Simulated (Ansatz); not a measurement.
Steps of a relaxation of CH5MoNS2 (`[CH3][Mo]([NH2])(=[S])=[S]`) with RKS PBE0-D4/def2-TZVP.

```sh
$ ansatz run in.yaml --threads 4 --pin off --events-out ev --progress --plain --max-ram 10444MiB
```

```yaml
crystal:
  periodic: [false, false, false]
  atoms:
    - {symbol: C, position_ang: [-1.443909, -0.560538, -0.044213]}
    - {symbol: Mo, position_ang: [0.330959, 0.482694, -0.490140]}
    - {symbol: N, position_ang: [1.602829, 0.009556, 0.866400]}
    - {symbol: S, position_ang: [0.916719, -0.190582, -2.424097]}
    - {symbol: S, position_ang: [-0.191244, 2.546764, -0.430649]}
    - {symbol: H, position_ang: [-1.806618, -0.257131, 0.959636]}
    - {symbol: H, position_ang: [-1.243001, -1.651739, -0.059753]}
    - {symbol: H, position_ang: [-2.217706, -0.320006, -0.801004]}
    - {symbol: H, position_ang: [1.804671, 0.593948, 1.686322]}
    - {symbol: H, position_ang: [2.330397, -0.704066, 0.740398]}
basis:
  gaussian: {orbitals: def2-TZVP}
hamiltonian: {xc: pbe0, dispersion: d4}
relax: {f_tol: 0.005, max_steps: 150}
```

Positions (Å) and forces (eV/Å) along the path, 7 of 7 steps:

```xyz
10
step=1 energy=-26129.7472 eV
C    -1.444   -0.561   -0.044   -0.308   -0.167    0.059
Mo    0.331    0.483   -0.490    0.210    0.384   -0.410
N     1.603    0.010    0.866    0.308    0.009    0.159
S     0.917   -0.191   -2.424   -0.258    0.278    0.825
S    -0.191    2.547   -0.431    0.211   -0.882   -0.020
H    -1.807   -0.257    0.960    0.189   -0.140   -0.482
H    -1.243   -1.652   -0.060   -0.082    0.531    0.008
H    -2.218   -0.320   -0.801    0.382   -0.114    0.366
H     1.805    0.594    1.686   -0.159   -0.361   -0.554
H     2.330   -0.704    0.740   -0.493    0.464    0.049
10
step=2 energy=-26129.7928 eV
C    -1.432   -0.553   -0.048   -0.235   -0.119    0.033
Mo    0.331    0.481   -0.487   -0.010   -0.311    0.421
N     1.583    0.005    0.862    0.307   -0.015    0.193
S     0.900   -0.183   -2.379    0.151   -0.150   -0.509
S    -0.186    2.498   -0.425   -0.127    0.536   -0.008
H    -1.787   -0.251    0.946    0.048   -0.045   -0.140
H    -1.228   -1.632   -0.061   -0.031    0.152    0.004
H    -2.198   -0.317   -0.796    0.102   -0.045    0.118
H     1.790    0.593    1.663   -0.061   -0.105   -0.131
H     2.309   -0.692    0.728   -0.144    0.103    0.019
10
step=3 energy=-26129.8046 eV
C    -1.436   -0.556   -0.046   -0.046   -0.029    0.014
Mo    0.332    0.481   -0.486    0.023    0.035   -0.036
N     1.595    0.011    0.860    0.053   -0.024    0.063
S     0.905   -0.178   -2.397    0.000   -0.012    0.011
S    -0.185    2.515   -0.434   -0.002   -0.008    0.014
H    -1.787   -0.255    0.945    0.010   -0.003   -0.014
H    -1.231   -1.630   -0.058    0.002    0.017    0.001
H    -2.204   -0.326   -0.788    0.029    0.003    0.012
H     1.788    0.584    1.671   -0.026   -0.011   -0.047
H     2.307   -0.698    0.737   -0.042    0.029   -0.017
10
step=4 energy=-26129.8048 eV
C    -1.435   -0.557   -0.045   -0.014   -0.007    0.003
Mo    0.333    0.482   -0.488    0.005    0.001    0.002
N     1.591    0.008    0.861    0.027    0.006    0.008
S     0.906   -0.182   -2.396   -0.003    0.003    0.009
S    -0.186    2.516   -0.430    0.003   -0.010    0.000
H    -1.787   -0.255    0.945    0.006    0.002   -0.004
H    -1.231   -1.630   -0.058    0.004    0.005   -0.001
H    -2.199   -0.323   -0.789    0.002    0.001   -0.001
H     1.787    0.586    1.667   -0.017    0.004   -0.005
H     2.306   -0.696    0.734   -0.013   -0.005   -0.011
10
step=5 energy=-26129.8049 eV
C    -1.435   -0.556   -0.045   -0.001   -0.001    0.001
Mo    0.333    0.482   -0.488    0.005   -0.004    0.009
N     1.591    0.009    0.860    0.008   -0.002    0.006
S     0.906   -0.182   -2.396    0.000    0.001   -0.003
S    -0.186    2.516   -0.430   -0.001    0.003   -0.002
H    -1.785   -0.254    0.945    0.000    0.001    0.002
H    -1.228   -1.629   -0.057    0.001   -0.002   -0.001
H    -2.199   -0.324   -0.788   -0.002    0.001   -0.003
H     1.784    0.585    1.668   -0.008    0.008    0.000
H     2.303   -0.697    0.734   -0.002   -0.005   -0.010
10
step=6 energy=-26129.8049 eV
C    -1.435   -0.557   -0.045    0.002    0.001    0.000
Mo    0.333    0.482   -0.488   -0.001    0.000    0.000
N     1.592    0.009    0.860    0.006   -0.002    0.006
S     0.906   -0.182   -2.396    0.000    0.000   -0.001
S    -0.186    2.516   -0.430    0.000    0.001    0.000
H    -1.785   -0.254    0.945   -0.001    0.000    0.001
H    -1.228   -1.630   -0.057    0.000   -0.002    0.000
H    -2.199   -0.324   -0.788   -0.001    0.000   -0.001
H     1.784    0.585    1.668   -0.004    0.004    0.000
H     2.303   -0.698    0.734   -0.001   -0.003   -0.005
10
step=7 energy=-26129.8049 eV
C    -1.435   -0.557   -0.045    0.002    0.001    0.000
Mo    0.333    0.482   -0.488   -0.002    0.000   -0.001
N     1.592    0.009    0.860    0.002   -0.001    0.002
S     0.906   -0.182   -2.396    0.000    0.000    0.000
S    -0.186    2.516   -0.430    0.000    0.000    0.000
H    -1.785   -0.254    0.945    0.000    0.000    0.000
H    -1.229   -1.630   -0.057    0.000    0.000    0.000
H    -2.199   -0.324   -0.789    0.000    0.000    0.000
H     1.784    0.585    1.668    0.000    0.000   -0.001
H     2.303   -0.698    0.733    0.000    0.000    0.000
```

Hardware: 4 threads of an Arm Neoverse N1 on a shared host. Wall time 63 s, peak host memory 0.63 GiB.
